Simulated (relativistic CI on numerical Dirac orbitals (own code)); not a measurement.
## Calculated levels, La⁴⁰⁺

Method of calculation: Dirac-Coulomb-Breit CI, KLI orbitals optimised for each configuration, QED by a radiative potential, unscaled Slater integrals (own radial code, finite nucleus).

Configurations in the expansion (outside the closed core [Ne]): 3s²3p⁵, 3s3p⁶, 3s²3p⁴3d, 3s3p⁵3d, 3p⁶3d, 3s3p⁴3d², 3s²3p³3d4p, 3p⁶4s, 3s3p⁴3d4s, 3s²3p⁴4s, 3p⁶4p, 3s²3p⁴4p, 3s²3p³3d², 3s²3p²3d³, 3s3p³3d³, 3s²3p²3d²4s, 3s²3p²3d²4p. Double excitations out of closed p, d and f shells are left out; levels of such configurations are missing from the list, as are those of other unlisted configurations, and high levels can miss mixing partners.

The lowest level is 3s²3p⁵ ²P°3/2, with 98 % of that term; Hund's rules for 3s²3p⁵ give ²P° with J = 3/2, in agreement.

```tsv
No.	Configuration	Term	J	E (eV)	%	Next component (%)	Landé g	Lifetime (s)
1	3s²3p⁵	²P°	3/2	0.000	98	1 3s²3p³3d² ²P°	1.327	
2	3s²3p⁵	²P°	1/2	100.151	98	1 3s²3p³3d² ²P°	0.656	1.06e-07
3	3s²3p⁴3d	⁴D	3/2	167.729	40	32 ²D	1.164	1.02e-09
4	3s²3p⁴3d	⁴D	5/2	170.642	48	18 ²D	1.232	3.76e-09
5	3s²3p⁴3d	⁴P	1/2	171.220	44	27 ²P	1.617	3.23e-10
6	3s²3p⁴3d	⁴F	7/2	175.377	33	28 ²F	1.144	1.52e-03
7	3s²3p⁴3d	²D	3/2	187.747	57	19 ⁴F	0.891	1.29e-08
8	3s²3p⁴3d	²F	7/2	191.926	46	42 ⁴D	1.239	1.79e-05
9	3s²3p⁴3d	²P	1/2	192.371	45	25 ²S	1.304	1.09e-09
10	3s²3p⁴3d	⁴F	9/2	194.167	70	29 ²G	1.262	2.41e-05
11	3s²3p⁴3d	²D	5/2	213.992	51	24 ⁴P	1.221	6.04e-09
12	3s²3p⁴3d	²D	3/2	217.937	37	27 ²P	1.126	6.51e-12
13	3s²3p⁴3d	²D	5/2	220.488	37	25 ²F	1.126	4.98e-12
14	3s3p⁶	²S	1/2	235.540	58	26 3s²3p⁴3d ⁴P	2.003	3.82e-12
15	3s²3p⁴3d	⁴D	1/2	259.574	76	17 ²P	0.241	1.72e-10
16	3s²3p⁴3d	⁴D	3/2	267.209	35	25 ⁴F	0.998	5.01e-09
17	3s²3p⁴3d	⁴F	5/2	274.923	42	36 ²F	0.998	3.56e-11
18	3s²3p⁴3d	²G	7/2	275.929	60	25 ²F	0.998	2.19e-07
19	3s²3p⁴3d	⁴F	7/2	287.727	40	39 ⁴D	1.286	1.14e-07
20	3s²3p⁴3d	²P	3/2	293.525	49	30 ⁴P	1.373	3.40e-11
21	3s²3p⁴3d	²F	5/2	297.150	47	21 ⁴P	1.138	3.69e-10
22	3s²3p⁴3d	²G	9/2	297.501	70	29 ⁴F	1.170	2.02e-07
23	3s²3p⁴3d	²D	5/2	300.828	63	17 ⁴P	1.253	1.62e-12
24	3s²3p⁴3d	²P	3/2	301.724	58	17 ²D	1.141	1.26e-12
25	3s²3p⁴3d	²D	5/2	303.364	51	36 ²F	1.112	3.44e-12
26	3s²3p⁴3d	²S	1/2	304.015	39	24 ²P	1.785	6.92e-13
27	3s²3p⁴3d	²F	7/2	309.183	78	10 ⁴F	1.141	1.63e-07
28	3s²3p⁴3d	²D	3/2	325.797	70	13 ⁴F	0.820	3.06e-12
29	3s²3p⁴3d	²P	1/2	336.041	72	21 ²S	1.010	1.58e-12
30	3s²3p³3d²	⁴F°	3/2	345.344	29	21 ²D°	0.881	1.93e-10
31	3s²3p³3d²	⁴D°	1/2	347.827	42	28 ⁶F°	0.069	1.27e-10
32	3s²3p³3d²	⁴F°	5/2	348.155	26	19 ⁴G°	1.012	2.50e-10
33	3s²3p³3d²	²F°	7/2	351.168	16	16 ²G°	1.105	6.00e-10
34	3s²3p³3d²	⁴P°	3/2	362.935	21	18 ⁶P°	1.553	2.56e-10
35	3s²3p³3d²	⁴G°	9/2	368.211	29	28 ⁶F°	1.228	3.46e-10
36	3s²3p³3d²	⁴P°	1/2	368.560	40	34 3s3p⁵3d ⁴P°	2.219	1.37e-10
37	3s²3p³3d²	⁴D°	3/2	369.494	22	16 3s3p⁵3d ⁴P°	1.243	1.25e-10
38	3s²3p³3d²	²F°	7/2	370.306	27	15 ⁴G°	1.181	1.28e-10
39	3s²3p³3d²	⁴D°	5/2	372.585	17	16 ²F°	1.126	5.85e-11
40	3s²3p³3d²	⁴G°	11/2	377.975	42	25 ⁶F°	1.245	8.00e-09
41	3s²3p³3d²	⁶P°	5/2	378.059	30	21 ⁴D°	1.502	4.07e-10
42	3s²3p³3d²	⁴D°	7/2	378.533	22	21 ²F°	1.250	1.69e-10
43	3s²3p³3d²	⁴F°	5/2	387.204	20	17 ²D°	1.195	1.16e-11
44	3s²3p³3d²	⁴D°	7/2	387.844	16	16 ⁴F°	1.138	7.86e-12
45	3s3p⁵3d	⁴P°	1/2	390.488	47	23 3s²3p³3d² ⁴P°	2.072	6.62e-12
```

Energies count from the lowest computed level; ° marks odd parity; lifetimes are radiative, by E1, M1, E2, M2, E3 decay to levels of this space only.

The mean weight of the leading LS term, summed over parents, in these 45 levels is 46 %, and that of the leading jj configuration (from the same eigenvectors) 84 %, so jj coupling describes them better and the LS labels are nominal.

At this charge energies of transitions that change n are usually good to better than 1 %, and those within a shell (Δn = 0) to a few per cent.

LS names give the leading component of a level, which can be under half, so a name can repeat, a term be missing and a line seem to break the LS rules.
